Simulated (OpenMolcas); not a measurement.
**Multiconfigurational calculation on W4+**

W4+ among 6 point charges of -1.5 e arranged as a trigonal antiprism (D3d), 1.92 Å from the ion, with a polar angle of 53.6° against the regular 54.74°. With inversion symmetry the input lists one of each pair of outer charges.

Input:

```
&GATEWAY
Coord
1

W 0.0 0.0 0.0
Basis=ANO-RCC-VDZP
Group=XYZ
NoMove
AngMom=0.0 0.0 0.0
AMFI
XField
3 Angstrom 0
0.000000 1.546209 1.138261 -1.500000
1.339056 -0.773104 1.138261 -1.500000
1.339056 0.773104 -1.138261 -1.500000
&SEWARD
* reference wave functions (RASSCF and RASSI steps not shown): 2 electrons in 5 orbitals (5d)
>>> COPY JOB001 $Project.JobIph
&CASPT2
Multistate=10 1 2 3 4 5 6 7 8 9 10
NoMult
Frozen=14 9
IPEA=0.25
Imaginary=0.1
MaxIter=60
WThr=0.0 0.3 0.05
PrWF=0.5
NoMix
>>> COPY JOB002 $Project.JobIph
&CASPT2
Multistate=15 1 2 3 4 5 6 7 8 9 10 11 12 13 14 15
NoMult
Frozen=14 9
IPEA=0.25
Imaginary=0.1
MaxIter=60
WThr=0.0 0.3 0.05
PrWF=0.5
NoMix
```

Launched by
```bash
OMP_NUM_THREADS=1 MOLCAS_MEM=1689 MOLCAS_PROJECT=a pymolcas a.inp > a.log  # once for each step of the input, in one work folder
```

Output, cut to the results:

```
--- CASPT2 ---
Orbital specifications:
      -----------------------

      Symmetry species                           1   2
                                                ag  au
      Frozen orbitals                           14   9
      Inactive orbitals                          1  10
      Active orbitals                            5   0
      Secondary orbitals                        16  13
      Deleted orbitals                           0   0
      Number of basis functions                 36  32
Type of calculation                        SS-CASPT2
      Fock operator                              state-specific
      IPEA shift                                 0.25
      Real shift                                 0.00
      Imaginary shift                            0.10
      The input orbitals will be transformed to quasi-canonical
Reference energy:      -16134.2865721030
      E2 (Non-variational):      -0.7510628062
      Shift correction:          -0.0001083234
      E2 (Variational):          -0.7511711296
      Total energy:          -16135.0377432326
      Residual norm:              0.0000004102
      Reference weight:           0.92740
      Contributions to the CASPT2 correlation energy
      Active & Virtual Only:         -0.0027246518
      One Inactive Excited:          -0.0792088531
      Two Inactive Excited:          -0.6691293013
Reference energy:      -16134.2842467224
      E2 (Non-variational):      -0.7510097850
      Shift correction:          -0.0001088183
      E2 (Variational):          -0.7511186033
      Total energy:          -16135.0353653257
      Residual norm:              0.0000006199
      Reference weight:           0.92738
      Contributions to the CASPT2 correlation energy
      Active & Virtual Only:         -0.0026477942
      One Inactive Excited:          -0.0793391970
      Two Inactive Excited:          -0.6690227939
::    CASPT2 Root  1     Total energy: -16135.03774323
::    CASPT2 Root  2     Total energy: -16135.03536533
::    CASPT2 Root  3     Total energy: -16135.03565910
::    CASPT2 Root  4     Total energy: -16134.97791259
::    CASPT2 Root  5     Total energy: -16134.97565081
::    CASPT2 Root  6     Total energy: -16134.97545855
::    CASPT2 Root  7     Total energy: -16134.93972196
::    CASPT2 Root  8     Total energy: -16134.93324586
::    CASPT2 Root  9     Total energy: -16134.93292857
::    CASPT2 Root 10     Total energy: -16134.90569102
--- CASPT2 ---
Orbital specifications:
      -----------------------

      Symmetry species                           1   2
                                                ag  au
      Frozen orbitals                           14   9
      Inactive orbitals                          1  10
      Active orbitals                            5   0
      Secondary orbitals                        16  13
      Deleted orbitals                           0   0
      Number of basis functions                 36  32
Type of calculation                        SS-CASPT2
      Fock operator                              state-specific
      IPEA shift                                 0.25
      Real shift                                 0.00
      Imaginary shift                            0.10
      The input orbitals will be transformed to quasi-canonical
Reference energy:      -16134.2376538164
      E2 (Non-variational):      -0.7566161902
      Shift correction:          -0.0002353908
      E2 (Variational):          -0.7568515810
      Total energy:          -16134.9945053974
      Residual norm:              0.0000001644
      Reference weight:           0.92276
      Contributions to the CASPT2 correlation energy
      Active & Virtual Only:         -0.0068983170
      One Inactive Excited:          -0.0783074856
      Two Inactive Excited:          -0.6714103876
Reference energy:      -16134.2376538003
      E2 (Non-variational):      -0.7565973084
      Shift correction:          -0.0002335728
      E2 (Variational):          -0.7568308812
      Total energy:          -16134.9944846815
      Residual norm:              0.0000001649
      Reference weight:           0.92278
      Contributions to the CASPT2 correlation energy
      Active & Virtual Only:         -0.0068896626
      One Inactive Excited:          -0.0782778893
      Two Inactive Excited:          -0.6714297566
::    CASPT2 Root  1     Total energy: -16134.99450540
::    CASPT2 Root  2     Total energy: -16134.99448468
::    CASPT2 Root  3     Total energy: -16134.99435337
::    CASPT2 Root  4     Total energy: -16134.98901931
::    CASPT2 Root  5     Total energy: -16134.98902107
::    CASPT2 Root  6     Total energy: -16134.94154011
::    CASPT2 Root  7     Total energy: -16134.92580957
::    CASPT2 Root  8     Total energy: -16134.92569768
::    CASPT2 Root  9     Total energy: -16134.92428008
::    CASPT2 Root 10     Total energy: -16134.91202878
::    CASPT2 Root 11     Total energy: -16134.90783560
::    CASPT2 Root 12     Total energy: -16134.90780518
::    CASPT2 Root 13     Total energy: -16134.85214538
::    CASPT2 Root 14     Total energy: -16134.85216468
::    CASPT2 Root 15     Total energy: -16134.78580017
```

Spin-orbit levels above the lowest (labels of D3, the rotations of D3d), with the averaged single-state CASPT2 energies on the diagonal:

```json
{"E (cm-1)": "0", "Degeneracy": "2", "Label": "E", "2S+1": "3", "g": ""}
{"E (cm-1)": "680", "Degeneracy": "1", "Label": "A1", "2S+1": "3", "g": ""}
{"E (cm-1)": "810", "Degeneracy": "2", "Label": "E", "2S+1": "3", "g": "0.00 0.00 1.29"}
{"E (cm-1)": "5970", "Degeneracy": "2", "Label": "E", "2S+1": "3", "g": "0.00 0.00 0.39"}
{"E (cm-1)": "6390", "Degeneracy": "1", "Label": "A2", "2S+1": "3", "g": ""}
{"E (cm-1)": "7990", "Degeneracy": "1", "Label": "A1", "2S+1": "3", "g": ""}
{"E (cm-1)": "11760", "Degeneracy": "1", "Label": "A1", "2S+1": "1 (58 %)", "g": ""}
{"E (cm-1)": "11910", "Degeneracy": "2", "Label": "E", "2S+1": "1 (59 %)", "g": "0.00 0.00 2.39"}
{"E (cm-1)": "14320", "Degeneracy": "2", "Label": "E", "2S+1": "1 (83 %)", "g": "0.00 0.00 0.42"}
{"E (cm-1)": "16530", "Degeneracy": "1", "Label": "A2", "2S+1": "3", "g": ""}
{"E (cm-1)": "18890", "Degeneracy": "1", "Label": "A2", "2S+1": "3", "g": ""}
{"E (cm-1)": "18900", "Degeneracy": "2", "Label": "E", "2S+1": "3 (73 %)", "g": "0.00 0.00 1.73"}
{"E (cm-1)": "18990", "Degeneracy": "1", "Label": "A1", "2S+1": "3 (72 %)", "g": ""}
{"E (cm-1)": "19260", "Degeneracy": "2", "Label": "E", "2S+1": "3", "g": "0.00 0.00 0.72"}
{"E (cm-1)": "20020", "Degeneracy": "2", "Label": "E", "2S+1": "3", "g": "0.00 0.00 3.33"}
{"E (cm-1)": "21870", "Degeneracy": "1", "Label": "A1", "2S+1": "3 (77 %)", "g": ""}
{"E (cm-1)": "25570", "Degeneracy": "2", "Label": "E", "2S+1": "3", "g": "0.00 0.00 3.10"}
{"E (cm-1)": "26130", "Degeneracy": "1", "Label": "A1", "2S+1": "3 (50 %)", "g": ""}
{"E (cm-1)": "26260", "Degeneracy": "1", "Label": "A2", "2S+1": "3", "g": ""}
{"E (cm-1)": "26650", "Degeneracy": "2", "Label": "E", "2S+1": "1 (55 %)", "g": "0.00 0.00 1.85"}
```

Roots that are degenerate in the reference are averaged as groups; the widest CASPT2 spread within a group is 70 cm-1 (the 2-fold group of multiplicity 3 near 23000 cm-1 above the lowest state of its run). Shifts and gaps below about the spread of the groups concerned are not significant. Spin-orbit coupling mixes the spin-free states strongly: the lowest level takes only 53 % from its leading state, 3E, which lies 490 cm-1 above the lowest spin-free state. Free-ion shares, where given, are those of the reference states; single-state CASPT2 does not remix them. Point charges carry no covalency, so the field is a model and not that of real ligands. No measured value stands beside these numbers.

The CASPT2 steps took 3.6 s on 1 thread of Arm Neoverse V2, on a shared host; the integral step is not counted.

With an even number of electrons the g values are those of a degenerate or nearly degenerate non-Kramers pair.
